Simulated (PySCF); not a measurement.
Cartesian coordinates in Å; atom numbers follow the order of the lines, from 1:
```xyz
26

C     1.862    1.748   -0.778
Al    1.424   -0.116   -0.241
C     1.995   -0.690    1.577
C     1.415   -1.501   -1.668
P    -1.020    0.095    0.159
C    -1.820   -1.474    0.649
C    -1.997    0.662   -1.276
C    -1.469    1.260    1.493
H     1.621    2.490    0.004
H     1.350    2.064   -1.704
H     2.945    1.849   -0.975
H     1.532   -1.639    1.899
H     3.087   -0.855    1.605
H     1.779    0.066    2.353
H     0.978   -2.459   -1.338
H     0.872   -1.182   -2.575
H     2.447   -1.728   -1.992
H    -1.346   -1.843    1.570
H    -2.901   -1.353    0.815
H    -1.651   -2.220   -0.141
H    -3.070    0.738   -1.040
H    -1.855   -0.044   -2.107
H    -1.623    1.645   -1.598
H    -1.088    2.260    1.237
H    -2.557    1.312    1.648
H    -0.980    0.940    2.425
```

Geometry: PBE0-D3(BJ)/def2-SVP; GIAO shifts from PySCF 2.14, gas phase, non-relativistic, averaged over equivalent atoms.

At PBE0/6-31G (116 basis functions, 16 s wall time on 1 thread of an Arm Neoverse V2, shared host):
| atoms | δ (ppm) |
| --- | --- |
| C6/C7/C8 | 9.4 |
| C1/C3/C4 | -7.8 |
| Al2 | 78.2 |
| P5 | -132.2 |
| H18/H19/H20/H21/H22/H23/H24/H25/H26 | 1.05 |
| H9/H10/H11/H12/H13/H14/H15/H16/H17 | -0.75 |

Shifts are taken against calculated references (same method and geometry level): 13C (σ = 199.54 ppm) and 1H (σ = 32.61 ppm) vs TMS; 27Al (σ = 542.60 ppm) against AlH4-; H3PO4 for 31P (σ = 364.31 ppm).

Q: Estimate the result of repeating the calculation with mPW1PW91/pcSseg-1.

A: 
```csv
atoms,δ at mPW1PW91/pcSseg-1,change
C6/C7/C8,11.0,+1.6
C1/C3/C4,-13.3,-5.5
Al2,86.3,+8.1
P5,-70.0,+62.2
H18/H19/H20/H21/H22/H23/H24/H25/H26,1.07,+0.02
H9/H10/H11/H12/H13/H14/H15/H16/H17,-0.90,-0.15
```

Chemical shifts δ = σref − σ; TMS for 13C (183.54 ppm) and 1H (31.32 ppm); 27Al (487.97 ppm) vs AlH4-; H3PO4 for 31P (308.48 ppm), all at this level.

The largest change is at P5 (phosphorus bonded to 3 C, Al). Cost: 240 basis functions, 39 s wall time on 1 thread of an Arm Neoverse V2, shared host.

Experimental scales use liquid or dissolved standards, which lie at an offset from isolated H3PO4.
